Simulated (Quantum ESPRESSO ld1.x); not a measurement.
Problem. All-electron atom: neutral nickel in [Ar] 3d(up 4, down 4) 4s(up 1, down 1) (spins set by hand, not the high-spin state). Method: non-relativistic Kohn-Sham, LDA (Slater exchange, VWN5 correlation), spin-polarised, spherical densities, point nucleus; computed with ld1.x of Quantum ESPRESSO 7.5. Some entries of the table are withheld. Estimate them.

orbital  occ.  eigenvalue (hartree)  <r> (bohr)  <r^2> (bohr^2)
1s          2              -297.871     0.05492        0.004042
2s          2              -35.3121         (1)         0.07298
2p          6                   (2)      0.2169         0.05767
3s          2              -3.95072         (3)          0.6526
3p          6                   (4)      0.7836          0.7260
3d          8              -0.34870         (5)           1.365
4s          2              -0.21076       2.823           9.319

Solution. 
(1) 2s <r> (bohr): 0.2488
(2) 2p eigenvalue (hartree): -30.8680
(3) 3s <r> (bohr): 0.7513
(4) 3p eigenvalue (hartree): -2.59416
(5) 3d <r> (bohr): 1.004
